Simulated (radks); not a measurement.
Initial-state core-level shifts of the lead ion Pb+ when its valence configuration changes from [Hg] 6p1. All-electron calculation, scalar-relativistic Kohn-Sham, r2SCAN, spin-polarised, spherical densities, finite nucleus; open shells are filled with parallel spins first (spin-orbit coupling, left out, can overturn this in heavy ions); meta-GGA in the generalised Kohn-Sham scheme; Fermi nuclear charge, rms radius 5.5012 fm. Program: a radial shooting solver on a logarithmic mesh with Libxc functionals. Shifts are changes of the shell-averaged eigenvalues in eV (positive: less bound); the change of the density at the nucleus, which sets a Mossbauer isomer shift, is in e/bohr^3, on a base of 2.954e+06.

valence,1s,2s,3d,4d,density at nucleus
[Xe] 4f14 5d10 6s1 6p2,-1.564,-1.526,-1.541,-1.550,-284.6
[Xe] 4f14 5d9 6s2 6p2,-6.274,-6.434,-6.380,-6.267,+80.3
[Xe] 4f14 5d8 6s2 6p3,-12.510,-12.854,-12.732,-12.475,+162.3
[Xe] 4f13 5d10 6s2 6p2,-20.792,-22.337,-24.259,-19.856,+290.1
[Xe] 4f14 5d10 6p3,-3.391,-3.308,-3.334,-3.344,-561.6
[Xe] 4f13 5d10 6s1 6p3,-22.172,-23.683,-25.623,-21.228,-31.0
[Xe] 4f13 5d10 6s1.5 6p2.5,-21.522,-23.049,-24.980,-20.579,+132.9
[Xe] 4f12.5 5d10 6s1 6p3.5,-33.058,-35.378,-38.297,-31.531,+103.6
[Xe] 4f12 5d10 6s2 6p3,-42.278,-45.468,-49.366,-40.123,+594.2
